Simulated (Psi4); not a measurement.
hydrogen sulfide (H2S), singlet, at a GFN2-xTB geometry. Base run: CCSD(T)/def2-TZVPP run with Psi4 1.11.

Psi4 was given this input:
```
memory 2 GB

molecule mol {
0 1
  S    -0.000355   -0.002092    0.102048
  H    -0.037057    0.973151   -0.796918
  H     0.042741   -0.939686   -0.835845
}

set basis def2-tzvpp
set reference rhf
set freeze_core true

energy('ccsd(t)')
print_variables()
```

Each row names what was changed in the base input (with any setting that the change needs).

```
change                ΔE vs base (kcal/mol)  MP2 correlation (Eh)  basis functions
--------------------  ---------------------  --------------------  ---------------
base                                  0.000              -0.19099               70
method = mp2                          20.25              -0.19093               70
method = ccsd                          4.99              -0.19099               70
method = mp3                           5.51              -0.19093               70
method = fno-ccsd(t)                  0.000              -0.19099               70
method = mp4                          0.577              -0.19099               70
method = qcisd(t)                    -0.036              -0.19099               70
method = dlpno-mp2                    20.25              -0.19092               70
```
